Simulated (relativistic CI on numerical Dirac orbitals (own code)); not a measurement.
## Pb LXIII: q coefficients and field-shift factors

Calculated at this level of theory: Dirac-Coulomb-Breit CI, KLI orbitals optimised for each configuration, derivatives by finite differences, unscaled Slater integrals, QED left out (own radial code, finite nucleus).

CI space (outside the closed core [Ne]): 3s2 3p6 3d2, 3s2 3p5 3d3, 3s 3p6 3d3, 3s2 3p6 3d 4s, 3s2 3p6 3d 4p, 3s2 3p6 4s2. Double excitations out of closed p, d and f shells are left out; levels of such configurations are missing from the list, as are those of other unlisted configurations, and high levels can miss mixing partners.

With x = (α/α₀)² − 1 an excitation energy changes as ω = ω₀ + qx; K = 2q/ω₀ is the relative enhancement. Terms are leading LS components, so labels can repeat. The field-shift factor is F = δν/δ⟨r²⟩ for the transition from the lowest level.

Lowest level 3s2 3p6 3d2 3F_2.

```
            Level  ω₀ (cm⁻¹)   q (cm⁻¹)      K  F (GHz/fm²)
 3s2 3p6 3d2 3P_0     228284      26270   0.23         1.86
 3s2 3p6 3d2 3F_3     953880  1.009e+06   2.11           39
 3s2 3p6 3d2 3P_2    1052164   1.01e+06   1.92         37.6
 3s2 3p6 3d2 1G_4    1083432  1.007e+06   1.86         39.6
 3s2 3p6 3d2 3P_1    1101056  1.024e+06   1.86         37.6
 3s2 3p6 3d2 3F_4    1983061  2.013e+06   2.03         77.5
 3s2 3p6 3d2 1D_2    2065408  2.028e+06   1.96         76.6
 3s2 3p6 3d2 1S_0    2298451  2.029e+06   1.77         80.3
3s2 3p5 3d3 3D°_2    2533953     203400  0.161         43.4
3s2 3p5 3d3 5D°_1    2588693     231700  0.179         44.4
3s2 3p5 3d3 3P°_0    2621109     215500  0.164         44.3
3s2 3p5 3d3 3F°_3    2630618     195400  0.149         43.9
3s2 3p5 3d3 5F°_3    3399687  1.198e+06  0.705         81.3
```

At this charge energies of transitions that change n are usually good to better than 1 %, and those within a shell (Δn = 0) to a few per cent.
